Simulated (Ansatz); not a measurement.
Reaction (formal exchange of groups at the In–Se bond): `[Cl][InH][SeH]` + `C=CC` → `C=C[CH2][InH][Cl]` + H₂Se

Computed with Ansatz on PBE0-D4/def2-TZVP structures; ΔE is electronic, products minus reactants. CCSD(T)/CBS adds triple-zeta CCSD(T) − MP2 to the extrapolated MP2 energy (def2 sets, frozen cores). def2 core potentials past Kr. For In, Se outer-core shells are correlated without core-valence functions, which leaves a few kJ/mol of doubt a bond. Scalar relativity is left out up to krypton. Each species was taken in one conformer, which may not be the lowest.

`[Cl][InH][SeH]`:

Cartesian coordinates in Å:
```
Cl 0.043 1.464 -2.286
In 0.390 0.441 -0.222
Se -1.386 -1.232 0.250
H 1.736 0.901 0.712
H -0.782 -1.575 1.546
```

`C=CC`:

Z-matrix (Å, degrees):
```
C
C 1 1.490
H 1 1.095 2 111.0
H 1 1.095 2 111.0 3 118.3
H 1 1.092 2 111.5 3 -120.8
C 2 1.325 1 125.1 3 120.8
H 2 1.088 1 116.2 3 -59.2
H 6 1.084 2 121.6 1 -180.0
H 6 1.086 2 121.4 1 0.0
```

`C=C[CH2][InH][Cl]`:

Cartesian coordinates in Å:
```
C 0.752 -1.020 -1.439
C 0.741 -0.608 -0.173
C -0.450 -0.551 0.708
In -1.038 1.526 0.694
Cl 0.564 2.816 1.843
H -0.145 -1.394 -1.925
H 1.662 -1.009 -2.025
H 1.670 -0.244 0.264
H -0.218 -0.817 1.740
H -1.273 -1.165 0.342
H -2.266 2.466 -0.030
```

H₂Se:

```xyz
3

Se   -0.406    0.232    0.500
H    -0.081   -1.099   -0.024
H     0.486    0.867   -0.476
```

```json
{"species": "`[Cl][InH][SeH]`", "CCSD(T)/CBS(def2) energy (Eh)": "-3051.57859"}
{"species": "`C=CC`", "CCSD(T)/CBS(def2) energy (Eh)": "-117.74610"}
{"species": "`C=C[CH2][InH][Cl]`", "CCSD(T)/CBS(def2) energy (Eh)": "-767.37996"}
{"species": "H₂Se", "CCSD(T)/CBS(def2) energy (Eh)": "-2401.89790"}
```

Task: Work out ΔE.

Result: ΔE = (-767.37996) + (-2401.89790) − (-3051.57859) − (-117.74610) = 0.04683 Eh = +123.0 kJ/mol.

Largest T1 diagnostic among the species: 0.013.

At CCSD(T), def2-SVP lies +4.9 kJ/mol from the extrapolated value and def2-TZVPP −3.2 kJ/mol. From PBE to PBE0 (25 % exact exchange), in def2-TZVPP and without D4, ΔE moves by +5.4 kJ/mol. In def2-TZVPP, CCSD(T) changes the Hartree–Fock value by −26.5 kJ/mol (the triples alone add −2.9 kJ/mol) and MP2 by −27.2 kJ/mol.
